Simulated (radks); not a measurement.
Results of a calculation; reference values are marked as such.
Spherical quantum dot in the effective-mass picture: electrons in a well V = -V0 / (1 + exp((r - R)/a)) with V0 = 2.33, R = 9.7, a = 0.6, with a point charge +2 (a donor) at the centre, all in effective atomic units (hartree* = m*/eps^2 hartree, bohr* = eps/m* bohr), one dielectric constant everywhere. Level of theory: non-relativistic Kohn-Sham, LDA (Slater exchange, Perdew-Wang correlation), spin-polarised, spherical densities (a radial shooting solver with Libxc functionals). Levels are named by radial order and angular momentum (1s, 1p, 1d, 2s, ...), and open shells are averaged over m. At N = 4 the configuration is 1s2 2s2. Does electron 5 go into 1d up or 1p up?

Answer. Into 1p up. The total energies of the other choices lie higher by 0.0682 hartree* (1d up).
